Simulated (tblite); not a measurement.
C7H15P.
Atom-mapped SMILES: `[CH3:1][CH2:2][C@@H:3]1[CH2:4][CH2:5][C@@H:6]([CH3:7])[PH:8]1` (hydrogens: H9, H10, H11 on C1; H12, H13 on C2; H14 on C3; H15, H16 on C4; H17, H18 on C5; H19 on C6; H20, H21, H22 on C7; H23 on P8)

Computed with GFN2-xTB (tblite), gas phase: L-BFGS steps from a force-field or distance-geometry start until the largest atomic force falls under 0.01 eV/Å.

Step 116: E = -684.7784 eV
```
atom  x, y, z in Å  |  force x, y, z in eV/Å
C1     -3.0784    0.1550    0.9685    0.003  -0.009  -0.004
C2     -2.1073   -0.6039    0.0703   -0.002   0.068   0.030
C3     -0.9040    0.2549   -0.3287    0.115   0.042   0.029
C4     -0.0525   -0.3938   -1.4326   -0.030  -0.037  -0.051
C5      1.4170   -0.0519   -1.2027   -0.078   0.027  -0.030
C6      1.6759   -0.2879    0.2840   -0.048   0.030  -0.036
C7      3.0129    0.2436    0.7766   -0.001  -0.051   0.073
P8      0.2266    0.5015    1.1687   -0.045   0.043   0.024
H9     -2.5187    0.6729    1.7460   -0.011  -0.010   0.065
H10    -3.7819   -0.5275    1.4403    0.023  -0.010  -0.002
H11    -3.6537    0.8935    0.4130    0.102   0.001  -0.065
H12    -2.6310   -0.9615   -0.8193    0.025   0.019  -0.041
H13    -1.7301   -1.4753    0.6100   -0.032  -0.090   0.013
H14    -1.2550    1.2388   -0.6548   -0.022   0.020   0.014
H15    -0.1723   -1.4778   -1.3823    0.001  -0.049   0.024
H16    -0.3925   -0.0708   -2.4170    0.016   0.023  -0.035
H17     2.0676   -0.6576   -1.8421   -0.039   0.025   0.124
H18     1.6019    1.0008   -1.4364   -0.040  -0.019  -0.007
H19     1.6105   -1.3621    0.4992    0.051  -0.032  -0.024
H20     3.1245    1.2986    0.5327   -0.014  -0.004  -0.021
H21     3.8321   -0.3102    0.3236    0.040   0.015  -0.051
H22     3.0867    0.1354    1.8572    0.010   0.002   0.019
H23     0.6170    1.8123    0.8359   -0.023  -0.005  -0.049
```

Step 117: E = -684.7810 eV
```
atom  x, y, z in Å  |  force x, y, z in eV/Å
C1     -3.0781    0.1580    0.9706   -0.001   0.020   0.019
C2     -2.1137   -0.6024    0.0667    0.015   0.053   0.015
C3     -0.9041    0.2510   -0.3291    0.102   0.015   0.032
C4     -0.0506   -0.4002   -1.4300   -0.050  -0.049  -0.047
C5      1.4171   -0.0524   -1.2008   -0.084   0.026  -0.032
C6      1.6790   -0.2879    0.2856   -0.069   0.041  -0.047
C7      3.0148    0.2499    0.7751    0.001  -0.044   0.031
P8      0.2231    0.4940    1.1706    0.009   0.038   0.027
H9     -2.5133    0.6531    1.7623   -0.059  -0.032   0.004
H10    -3.7954   -0.5232    1.4267    0.043   0.037  -0.025
H11    -3.6365    0.9164    0.4200    0.130  -0.054  -0.004
H12    -2.6412   -0.9480   -0.8258    0.030   0.020  -0.035
H13    -1.7460   -1.4835    0.5993   -0.027  -0.050  -0.004
H14    -1.2511    1.2355   -0.6572   -0.021   0.025   0.017
H15    -0.1652   -1.4841   -1.3749   -0.006  -0.068   0.038
H16    -0.3929   -0.0868   -2.4165    0.021   0.044  -0.035
H17     2.0688   -0.6544   -1.8415   -0.024   0.007   0.117
H18     1.5977    1.0001   -1.4354   -0.038   0.010  -0.007
H19     1.6186   -1.3622    0.4986    0.052  -0.050  -0.013
H20     3.1209    1.3041    0.5236   -0.011  -0.014   0.003
H21     3.8372   -0.3014    0.3224    0.010   0.019  -0.039
H22     3.0900    0.1454    1.8553    0.014   0.011   0.034
H23     0.6161    1.8059    0.8444   -0.038  -0.005  -0.049
```

Question: Estimate the geometry and energy of step 118. (The exact step hangs on the optimiser's Hessian estimate; all steps are aligned on step 117, rigid shifts and turns removed.)

Answer: E = -684.7851 eV, largest force 0.131 eV/Å
```
atom  x, y, z in Å  |  force x, y, z in eV/Å
C1     -3.0766    0.1598    0.9732   -0.003   0.001   0.040
C2     -2.1175   -0.6026    0.0663    0.034  -0.010  -0.011
C3     -0.9029    0.2471   -0.3274    0.038  -0.030   0.022
C4     -0.0493   -0.4049   -1.4284   -0.063  -0.048  -0.004
C5      1.4154   -0.0512   -1.1974   -0.068   0.014  -0.015
C6      1.6795   -0.2869    0.2888   -0.077   0.031  -0.040
C7      3.0159    0.2532    0.7752    0.007  -0.008  -0.038
P8      0.2190    0.4933    1.1731    0.087   0.014   0.017
H9     -2.5115    0.6314    1.7800   -0.073  -0.025  -0.026
H10    -3.8116   -0.5159    1.4131    0.069   0.077  -0.062
H11    -3.6103    0.9357    0.4218    0.107  -0.061   0.044
H12    -2.6482   -0.9352   -0.8299    0.031   0.022  -0.032
H13    -1.7617   -1.4967    0.5891   -0.011   0.023  -0.018
H14    -1.2508    1.2302   -0.6582   -0.018   0.038   0.019
H15    -0.1578   -1.4887   -1.3698   -0.022  -0.085   0.043
H16    -0.3923   -0.0972   -2.4162    0.017   0.057  -0.033
H17     2.0682   -0.6508   -1.8358    0.018  -0.030   0.077
H18     1.5936    0.9997   -1.4340   -0.036   0.063  -0.006
H19     1.6248   -1.3620    0.4970    0.032  -0.056   0.009
H20     3.1162    1.3063    0.5138   -0.004  -0.015   0.045
H21     3.8403   -0.2934    0.3177   -0.025   0.009  -0.012
H22     3.0965    0.1530    1.8553    0.010   0.016   0.023
H23     0.6163    1.8027    0.8427   -0.051   0.002  -0.040
```

The energy changes by -0.0040 eV. The first-order estimate −F·Δx gives -0.0059 eV and the mean of the old and new forces, exact on a quadratic surface, -0.0040 eV. The step makes an angle of 74° with the force vector and moves no atom by more than 0.033 Å.

What follows is the cost of the whole relaxation. On one thread of an Arm Neoverse N1, on a shared host, this took 1.8 s wall.
